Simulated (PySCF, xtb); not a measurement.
Ge(H)(Cl)2(vinyl) (C₂H₄Cl₂Ge), SMILES C=[CH][GeH]([Cl])[Cl]. Other conformers were not sampled.

Harmonic wavenumbers (cm⁻¹) from GFN2-xTB (xtb) at its own minimum, in rising order: 41, 103, 122, 139, 308, 351, 363, 479, 524, 617, 645, 918, 983, 1018, 1229, 1392, 1650, 1768, 3041, 3068, 3092.

Task: What does PBE-D3(BJ)/def2-SVP (PySCF) give at its own minimum? (Estimate from the structure and the level; the computed values follow.)

Result: 73, 127, 139, 172, 324, 395, 421, 499, 582, 683, 708, 954, 961, 982, 1213, 1358, 1620, 2100, 3057, 3091, 3156. Paired by order, the mean absolute difference is 49 cm⁻¹ and the zero-point energies are 31.2 and 32.3 kcal/mol.
